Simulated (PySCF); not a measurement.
ECD: `C[C@@H]1C[Si@H]([AsH][SiH3])O1`, C₃H₁₁AsOSi₂

Geometry:
| atom | x (Å) | y (Å) | z (Å) |
| --- | --- | --- | --- |
| C1 | -2.591 | 0.444 | 0.712 |
| C2 | -1.981 | 0.048 | -0.617 |
| C3 | -0.892 | -1.020 | -0.521 |
| Si4 | 0.222 | 0.349 | -1.243 |
| As5 | 1.769 | 1.328 | 0.163 |
| Si6 | 3.348 | -0.369 | -0.024 |
| O7 | -1.231 | 1.142 | -1.157 |
| H8 | -1.797 | 0.732 | 1.401 |
| H9 | -3.260 | 1.290 | 0.581 |
| H10 | -3.148 | -0.391 | 1.131 |
| H11 | -2.765 | -0.208 | -1.337 |
| H12 | -0.699 | -1.332 | 0.502 |
| H13 | -1.088 | -1.897 | -1.127 |
| H14 | 0.561 | 0.073 | -2.652 |
| H15 | 2.380 | 2.104 | -0.970 |
| H16 | 4.645 | 0.090 | 0.494 |
| H17 | 2.948 | -1.530 | 0.783 |
| H18 | 3.569 | -0.846 | -1.397 |

Theory: TDDFT BHandHLYP/def2-SVPD circular dichroism and optical rotation, one conformer, gas phase (PySCF). Geometry: GFN2-xTB.

The molecule is flexible and this is one conformer; a measurement averages over conformers. The calculation is non-relativistic, which matters for the atoms heavier than Zn.

(1) What are the CIP labels of the stereocentres?

(2) List the lowest 16 singlet excitations with oscillator and rotatory strengths.

## Answers

(1) C2 R, Si4 S.

(2) Rotatory strengths R in 10⁻⁴⁰ esu² cm², velocity form and length form (origin at the centre of mass); f in length form.
| state | E (eV) | λ (nm) | f | R (velocity) | R (length) | main |
| --- | --- | --- | --- | --- | --- | --- |
| 1 | 6.00 | 207 | 0.007 | -0.5 | -0.9 | HOMO→LUMO 0.86 |
| 2 | 6.46 | 192 | 0.034 | -70.0 | -68.6 | HOMO→LUMO+1 0.76 |
| 3 | 6.69 | 185 | 0.003 | -10.7 | -11.5 | HOMO−1→LUMO 0.62, HOMO→LUMO+3 0.14 |
| 4 | 6.84 | 181 | 0.158 | +51.2 | +51.2 | HOMO→LUMO+2 0.56, HOMO→LUMO+3 0.27 |
| 5 | 6.90 | 180 | 0.131 | +196.6 | +193.6 | HOMO−2→LUMO 0.66, HOMO→LUMO+2 0.12 |
| 6 | 6.93 | 179 | 0.041 | -86.0 | -84.0 | HOMO−1→LUMO+1 0.33, HOMO→LUMO+3 0.28 |
| 7 | 7.08 | 175 | 0.088 | +11.9 | +13.8 | HOMO−1→LUMO+1 0.47, HOMO→LUMO+3 0.16 |
| 8 | 7.48 | 166 | 0.013 | -11.2 | -10.1 | HOMO→LUMO+4 0.30, HOMO→LUMO+5 0.27 |
| 9 | 7.53 | 165 | 0.100 | -12.9 | -12.1 | HOMO−1→LUMO+3 0.41, HOMO−2→LUMO+1 0.26 |
| 10 | 7.55 | 164 | 0.005 | +4.2 | +4.3 | HOMO−2→LUMO+1 0.43, HOMO−1→LUMO+3 0.18 |
| 11 | 7.64 | 162 | 0.122 | -4.5 | -3.9 | HOMO−1→LUMO+2 0.72 |
| 12 | 7.86 | 158 | 0.087 | +9.4 | +8.3 | HOMO−3→LUMO 0.72 |
| 13 | 8.02 | 155 | 0.019 | -32.1 | -29.9 | HOMO−2→LUMO+3 0.61, HOMO−2→LUMO+1 0.17 |
| 14 | 8.03 | 154 | 0.014 | +7.8 | +7.5 | HOMO−4→LUMO 0.28, HOMO−1→LUMO+4 0.18 |
| 15 | 8.13 | 153 | 0.038 | +20.2 | +20.3 | HOMO→LUMO+6 0.51, HOMO→LUMO+5 0.13 |
| 16 | 8.19 | 151 | 0.022 | +18.4 | +18.3 | HOMO−2→LUMO+2 0.63 |

Among the states computed, the strongest CD band (largest |R|) is state 5. The largest dissymmetry factor in size, g = 4R/(D+G), with D and G the electric and magnetic dipole strengths, is -0.031 for state 3 (velocity form, f = 0.003), among bands with |R| over 0.5. The mirror image has the same energies and oscillator strengths and all R with the opposite sign.
